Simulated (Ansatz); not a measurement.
`CSCB(N)F`, relaxed with RKS PBE-D4/def2-SVP in Ansatz 0.2.0 from a rough embedded geometry. The force threshold is 0.03 eV/Å; the program also tests the step.

Total charge 0; spin multiplicity 1.

Start:

```xyz
13

C    -0.675    2.398    0.532
S     0.741    1.206    0.186
C    -0.268   -0.286    0.302
B     0.532   -1.581   -0.043
N     1.276   -1.742   -1.351
F     0.736   -2.598    1.031
H    -0.251    3.392    0.521
H    -1.073    2.130    1.510
H    -1.439    2.239   -0.207
H    -1.133   -0.248   -0.446
H    -0.748   -0.373    1.329
H     0.489   -1.841   -2.059
H     1.813   -2.697   -1.307
```

(1) By how much does the energy fall, and how many steps does the optimiser take? (Estimate.)

(2) Which bonds change most? (Best estimate.)

(3) Give the relaxed structure. (Best estimate.)

Answers

(1) Computed: 118.63 kJ/mol, in 15 steps, 1 of them rejected.

(2) Ansatz gave: B4–F6 from 1.493 to 1.355 Å; B4–N5 from 1.513 to 1.401 Å; N5–H13 from 1.097 to 1.020 Å; C1–S2 from 1.883 to 1.818 Å.

(3) Computed: 
```xyz
13

C    -0.675    2.334    0.329
S     0.578    1.064   -0.019
C    -0.288   -0.439    0.539
B     0.417   -1.751   -0.021
N     1.200   -1.749   -1.183
F     0.223   -2.917    0.640
H    -0.248    3.308    0.022
H    -0.914    2.378    1.412
H    -1.607    2.156   -0.247
H    -1.334   -0.428    0.154
H    -0.352   -0.477    1.647
H     1.355   -0.892   -1.716
H     1.646   -2.586   -1.556
```
